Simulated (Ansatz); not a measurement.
Species: H2BCl2N, SMILES `NB(Cl)Cl` (charge 0, multiplicity 1).

Task: Give a relaxed geometry from CAM-B3LYP-D3(BJ)/def2-TZVP (Ansatz, a quantum-chemistry and plane-wave program).

Result: the end point of this relaxation (outside a Z-matrix the atoms follow the SMILES, hydrogens last).
Bond lengths (Å): N1–B2 1.381, N1–H5 1.005, N1–H6 1.005, B2–Cl3 1.763, B2–Cl4 1.763. Angles (°): B2–N1–H5 122.4, B2–N1–H6 122.4, H5–N1–H6 115.3, N1–B2–Cl3 120.3, N1–B2–Cl4 120.3, Cl3–B2–Cl4 119.4.
